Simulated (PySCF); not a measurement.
## Dipole moment and polarisability of `CC(C)(C)[SiH2]O`

C4H12OSi.
Structure used (GFN2-xTB), in Å, numbered top down from 1:
```xyz
18
C4H12OSi angstrom
C     -0.9263    0.8736    0.9555
C     -0.2466   -0.0761   -0.0329
C     -1.0722   -1.3589   -0.1316
C     -0.2157    0.5936   -1.4101
Si     1.5308   -0.4886    0.5612
O      2.4610    0.8409    0.6780
H     -0.3600    1.7975    1.0585
H     -1.0055    0.4145    1.9385
H     -1.9313    1.1271    0.6168
H     -0.6292   -2.0492   -0.8462
H     -2.0897   -1.1399   -0.4553
H     -1.1223   -1.8579    0.8337
H     -1.2288    0.7952   -1.7595
H      0.2730   -0.0445   -2.1446
H      0.3170    1.5433   -1.3709
H      1.5450   -0.9619    1.9378
H      2.1232   -1.4415   -0.3843
H      2.5689    1.4391   -0.0563
```

Level: B3LYP/def2-SVPD (PySCF), static field, nuclei fixed, core orbitals frozen in the response. The polarisability tensor in these axes (au):

```
x   83.90 -0.82  2.26
y   -0.82 77.69 -0.54
z    2.26 -0.54 77.61
```

Question: Give the principal values, the mean and the anisotropy Δα = √{½[(α1 − α2)² + (α2 − α3)² + (α1 − α3)²]}.

Answer: Principal values 76.80, 77.65 and 84.76 au; mean 79.73 au = 11.82 Å³ = 13.15 × 10⁻⁴⁰ C²·m²/J; Δα = 7.57 au (9 % of the mean).

Question: What is the dipole moment, and where does it point?

Answer: (-0.82, 0.39, -1.33) D, 1.61 D in size, pointing from the negative to the positive side. Measured along this direction, the outermost atoms are H16 at the negative end and H13 at the positive end.

Question: Sum over states: ᾱ = Σ f/ω², ω in Eh. What share falls to these 8 lowest TDDFT singlets (eV, f)? 6.36, 0.0007; 7.08, 0.0213; 7.41, 0.0029; 7.78, 0.0092; 7.95, 0.0860; 8.01, 0.0123; 8.12, 0.0226; 8.15, 0.0139.

Answer: They add up to 2.04 au, 2.6 % of the 79.73 au; the largest single term is 1.01 au, from the state at 7.95 eV. Terms in order: 0.01, 0.31, 0.04, 0.11, 1.01, 0.14, 0.25, 0.15 au. Higher excitations give the rest. The strengths listed sum to 0.169.

Question: Traceless (Buckingham) quadrupole moment about the centre of nuclear charge: eigenvalues?

Answer: -5.89, -0.56, 6.45 D·Å. The values depend on the origin, since the dipole doesn't vanish. The electronic extent ⟨r²⟩ about the same centre is 832 bohr², a root-mean-square distance of 2.00 Å for the 58 electrons.

Question: Along which axes do the principal values lie, and how far do the nuclei extend along each?

Answer: Largest value along (0.94, -0.13, 0.31), where the nuclei span 4.37 Å; middle along (0.22, 0.94, -0.27), 4.14 Å; least along (-0.25, 0.32, 0.91), 4.20 Å. 

Question: What depolarisation ratio follows for Rayleigh scattering of linearly polarised light, taking the static tensor?

Answer: ρ = 3Δα²/(45ᾱ² + 4Δα²) = 172.1/(286095 + 229.4) = 0.000601.

Geometry: GFN2-xTB, one conformer, isolated molecule.
